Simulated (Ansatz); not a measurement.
A run of Ansatz (development build ahead of 0.2.0) on singlet C8H8 at this shape:

```xyz
16

C     1.4000    0.0000    0.0000
C     0.7000    1.2124    0.0000
C    -0.7000    1.2124    0.0000
C    -1.4000    0.0000    0.0000
C    -0.7000   -1.2124    0.0000
C     0.7000   -1.2124    0.0000
C     2.8100    0.0000    0.0000
H     3.3600    0.9300    0.0000
H     3.3600   -0.9300    0.0000
H     1.2425    2.1521    0.0000
C    -1.4050    2.4335    0.0000
H    -2.4854    2.4449    0.0000
H    -0.8746    3.3748    0.0000
H    -2.4850    0.0000    0.0000
H    -1.2425   -2.1521    0.0000
H     1.2425   -2.1521    0.0000
```

Its results:

```
Converged                       : yes
Total energy                    : -307.53692 hartree
Spin squared of the determinant : 0.000
Stability test                  : minimum among restricted orbitals
```

(1) Which input gives this output? Name the method, the orbitals and the basis set, and write the input.

## Answers

(1) RHF in def2-TZVP. An unrestricted run that stays on the closed shell gives the same numbers.

```yaml
crystal:
  periodic: [false, false, false]
  atoms:
    - { symbol: C, position_ang: [1.4, 0.0, 0.0] }
    - { symbol: C, position_ang: [0.7, 1.21244, 0.0] }
    - { symbol: C, position_ang: [-0.7, 1.21244, 0.0] }
    - { symbol: C, position_ang: [-1.4, 0.0, 0.0] }
    - { symbol: C, position_ang: [-0.7, -1.21244, 0.0] }
    - { symbol: C, position_ang: [0.7, -1.21244, 0.0] }
    - { symbol: C, position_ang: [2.81, 0.0, 0.0] }
    - { symbol: H, position_ang: [3.36, 0.93, 0.0] }
    - { symbol: H, position_ang: [3.36, -0.93, 0.0] }
    - { symbol: H, position_ang: [1.2425, 2.15207, 0.0] }
    - { symbol: C, position_ang: [-1.405, 2.43353, 0.0] }
    - { symbol: H, position_ang: [-2.4854, 2.44485, 0.0] }
    - { symbol: H, position_ang: [-0.8746, 3.37485, 0.0] }
    - { symbol: H, position_ang: [-2.485, 0.0, 0.0] }
    - { symbol: H, position_ang: [-1.2425, -2.15207, 0.0] }
    - { symbol: H, position_ang: [1.2425, -2.15207, 0.0] }
basis:
  gaussian: { orbitals: def2-TZVP }
hamiltonian:
  xc: hf
```

Caution: an unrestricted determinant lies well below.
